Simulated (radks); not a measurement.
Task: Species: Sc IV. Configuration: [Ar]. All-electron calculation, non-relativistic Kohn-Sham, exchange-only LDA, spin-polarised, spherical densities, point nucleus. Program: a radial shooting solver on a logarithmic mesh with Libxc functionals. Some entries of the table are withheld. Estimate them.

| orbital | occ. | eigenvalue (hartree) | r(max) (bohr) |
|---|---|---|---|
| 1s | 2 | (1) | 0.04846 |
| 2s | 2 | -18.34997 | (2) |
| 2p | 6 | -15.37972 | 0.2333 |
| 3s | 2 | -3.07846 | (3) |
| 3p | 6 | -2.30999 | 0.9575 |

Result: 
(1) 1s eigenvalue (hartree): -161.2817
(2) 2s r(max) (bohr): 0.2867
(3) 3s r(max) (bohr): 0.9264
